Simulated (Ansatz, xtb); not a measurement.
**Isomers of C2GeN in order of energy**

3 gas-phase structures of C2GeN, found in a search over its isomers (lower ones may exist). Each was relaxed with GFN2-xTB:

A. a doublet given by its coordinates
B. a doublet given by its coordinates
C. `[C]#C[N+]#[Ge-]`, a doublet

B (Å):

| atom | x (Å) | y (Å) | z (Å) |
| --- | --- | --- | --- |
| C | -1.2137 | 1.0383 | -2.1754 |
| C | -1.3498 | 1.0340 | -0.8551 |
| Ge | -1.5357 | 1.0308 | 0.9322 |
| N | -1.0938 | 1.0426 | -3.3412 |

Close contacts (Å): C1–C2 1.33, C1–N4 1.17, C2–Ge3 1.80.

A (Å):

```xyz
4

C    -2.4029    1.7690   -1.4365
C    -1.1793    1.4564   -1.8431
Ge   -1.4885    0.0656   -0.4153
N    -0.1641    0.7168   -1.7474
```

Close contacts (Å): C1–C2 1.33, C1–Ge3 2.19, C2–Ge3 2.02, C2–N4 1.26, Ge3–N4 1.99.

Q: Which do you expect lowest at r2SCAN-D4/def2-SVP//GFN2-xTB, and how would the others follow?

A: Calculated order at r2SCAN-D4/def2-SVP//GFN2-xTB: B (0.000), A (1.475), C (1.613) eV.

Energies above the lowest of each column, in eV:

```tsv
structure	GFN2-xTB	HF/STO-3G	r2SCAN-D4/def2-SVP//GFN2-xTB
B	0.000	0.000	0.000
A	0.794	2.757	1.475
C	0.405	1.660	1.613
```

Every level run on B puts it lowest or level with the lowest. Some further structures that were screened fall inside this span and aren't listed. No reliable frequencies are at hand for these structures. Open shells are spin-unrestricted, some with notable spin contamination.

Programs: Ansatz 0.2.0, xtb 6.7.1.
